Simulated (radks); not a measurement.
The numbers below are computed, except where a source is named.
Question: These are the eigenvalues of the occupied orbitals of an atom or ion with whole-number occupations (Ry). Code: a radial shooting solver on a logarithmic mesh with Libxc functionals. Model: scalar-relativistic Kohn-Sham, BLYP, spin-unpolarised, spherical densities, point nucleus.

1s: -4506.022
2s: -766.8692
2p: -676.3179
3s: -176.1264
3p: -148.8391
3d: -115.6244
4s: -37.97188
4p: -28.99486
4d: -17.18233
5s: -7.59690
5p: -5.39745
4f: -4.18582

Which element is it, and in what charge state? The configuration may be excited.

Answer: Z = 70, ytterbium, charge +4: Yb4+ in [Xe] 4f12. The list shows which subshells hold electrons but not how many an open one holds; the 1s level, -2253 hartree, gives Z - s = 67.1 by -(Z - s)^2/2, which with screening and relativity narrows Z to a few neighbours, and the depths of the outer levels then fix element, charge and occupations together.
